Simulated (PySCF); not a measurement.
Predicted microwave data (PySCF, PBE0-D3(BJ)/def2-SVP geometry optimisation, gas phase) for one isomer of C3H10GeN2:

```
Rotational constants : A = 4391, B = 1558, C = 1307 MHz
Dipole components    : |μa| = 0.09 D, |μb| = 0.86 D, |μc| = 0.67 D
Inertial defect      : -52.95 u·Å²
κ                    : -0.84
```

Question: Which structure is it? (One computed conformer of each.)
A. `[CH2:1]=[N:2][GeH2:3][N:4]([CH3:5])[CH3:6]` with C1–N2–Ge3–N4 123°, N2–Ge3–N4–C5 48°
B. `[H]/[N:6]=[CH:5]/[GeH2:4][N:2]([CH3:1])[CH3:3]` with C1–N2–Ge4–C5 -70°, N2–Ge4–C5–N6 97°

Answer: A. It is C=[N][GeH2][N](C)C, an asymmetric top, point group C1. The candidates at the same level (rigid rotor, commonest isotopes):

```
                  SMILES  A (MHz)  B (MHz)  C (MHz)  μa (D)  μb (D)  μc (D)  Δ (u·Å²)  point group           rotor
[H]/N=[CH]/[GeH2][N](C)C     3508     1558     1376    0.07    0.14    1.91   -101.22           C1  asymmetric top
      C=[N][GeH2][N](C)C     4391     1558     1307    0.09    0.86    0.67    -52.95           C1  asymmetric top
```

`[H]/N=[CH]/[GeH2][N](C)C` has A 20 % too low. No structure here is proved a minimum.
